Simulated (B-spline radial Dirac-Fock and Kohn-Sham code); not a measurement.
## The Ge-like isoelectronic sequence (32 electrons), Z = 32 to 42

Model: ΔSCF Dirac-Fock with Breit, self-energy and vacuum polarisation, finite nucleus, configuration average. Program: a radial B-spline solver. Binding energies in eV, tabulated ground configurations ([Ar] 3d10 4s2 4p2 throughout). Electron correlation is not included.

```csv
ion,2p1/2,3s,3p1/2,3d3/2,outermost level,NIST ionisation energy
Ge,1257.5,193.4,136.8,36.71,6.87 (4p),7.899435
As⁺,1379.3,228.0,167.8,60.15,17.30 (4p),18.5892
Se²⁺,1509.5,266.8,203.0,87.56,30.20 (4p),31.697 ± 0.019
Br³⁺,?,?,?,?,?,?
Kr⁴⁺,1793.6,355.8,284.6,153.2,62.48 (4p),64.69 ± 0.2
Rb⁵⁺,1947.5,405.7,330.7,191.2,81.64 (4p),82.9 ± 2
Sr⁶⁺,2109.1,459.2,380.3,232.4,102.7 (4p),104 ± 2
Zr⁸⁺,2455.8,576.4,489.7,324.7,150.6 (4p),153 ± 2.2
Nb⁹⁺,2640.8,640.1,549.5,375.7,177.3 (4p),180 ± 2.2
Mo¹⁰⁺,2833.7,707.3,612.7,429.8,205.8 (4p),209.3 ± 1.2
```

Q: Fill in the row of Br³⁺.

A: 2p1/2 1647.6, 3s 309.5, 3p1/2 242.0, 3d3/2 118.6, outermost 45.30 (4p), NIST 47.782 ± 0.012 eV.

NIST's values are for the lowest levels; a dash marks a value that is missing or belongs to another shell. Their kind here: measured, semi-empirical, theoretical. Where a p, d or f shell is open in either ion the computed value averages over both j values and all terms, while the table refers to the lowest levels; that difference holds spin-orbit splitting (largest in heavy or highly charged ions), term energies where several electrons share open shells, and correlation, and it can reach 10 % or more.
